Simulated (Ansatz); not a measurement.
GeH4, relaxed as a singlet with RKS B3LYP-D4/def2-TZVP in Ansatz, starting from the GFN2-xTB geometry. Force threshold 0.02 eV/Å.

Start:

```xyz
5

Ge    0.0001    0.0000   -0.0005
H     1.1640    0.2007    0.8952
H     0.0996   -1.3307   -0.6470
H    -0.0121    1.0577   -1.0392
H    -1.2516    0.0723    0.7915
```

```
step  energy (eV)  largest force component (eV/Å)  SCF passes
   1  -56584.4562                           1.036          18
   2  -56584.5567                           0.209          22
   3  -56584.5616                           0.006          21
```

Force components are those of the run's own axes.

End:

```xyz
5

Ge    0.000    0.000    0.000
H     1.206    0.208    0.928
H     0.103   -1.378   -0.671
H    -0.012    1.095   -1.077
H    -1.296    0.075    0.820
```

By distances, no bond broke or formed. The bond that changes most is Ge1–H2, from 1.48 to 1.54 Å (atoms count from 1).

No frequencies were taken in this run, so the end may be a saddle point.

Run time 1.7 s (4 threads of Intel Xeon on a shared host).
